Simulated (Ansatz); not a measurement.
Zr4⁻. The state is a quartet with charge -1. Geometry PBE0-D4/def2-SVPD; atoms count from 1.

| atom | x (Å) | y (Å) | z (Å) |
| --- | --- | --- | --- |
| Zr1 | -0.1978 | 1.2534 | -0.4025 |
| Zr2 | 2.1325 | 0.5481 | 0.6573 |
| Zr3 | 0.1976 | -1.2534 | 0.4035 |
| Zr4 | -2.1323 | -0.5480 | -0.6583 |

In the def2 sets Zr takes a core potential; there is no spin–orbit coupling. The highest occupied level of the charge -1 quartet lies above zero (up to 0.01 eV). It is a level of α spin, whose loss leaves a triplet; that state wasn't run at this geometry and level. The electron is either unbound and held by the finite basis, or the level is raised by self-interaction error. At PBE0-D4/def2-TZVPD a doublet of charge -1 lies 0.20 eV below the quartet, each at its own geometry. That doublet is doubtful there (⟨S²⟩ 1.75, where a pure state has 0.75). The structure comes from a short search, and lower isomers may exist.

Problem. Estimate the Mulliken populations from the PBE0/def2-TZVPD orbitals of Ansatz.

Solution. 
```
atom  charge (e)  spin (α − β)  d electrons
 Zr1       -0.43          0.21         2.94
 Zr2       -0.07          1.29         2.83
 Zr3       -0.42          0.22         2.93
 Zr4       -0.07          1.29         2.83
```
Mulliken values and Mayer orders depend strongly on the basis. With diffuse functions, as here, like atoms can get unlike values, and bond orders can come out too low or too high.

Problem. Where does the spin sit?

Solution. Summed by element: Zr 3.00, of 3 unpaired in all. Largest on single atoms: Zr2 1.29, Zr4 1.29, Zr3 0.22.

Problem. And the Mayer bond orders between bonded heavy atoms (over 0.3)?

Solution. Zr1–Zr2 1.98 (2.66 Å); Zr1–Zr3 1.91 (2.66 Å); Zr1–Zr4 1.98 (2.66 Å); Zr2–Zr3 1.98 (2.66 Å); Zr3–Zr4 1.98 (2.66 Å). Values over 0.3 also appear between atoms too far apart for a bond (Zr2–Zr4 0.69 at 4.60 Å); they arise where an orbital or an unpaired electron spreads over both atoms.
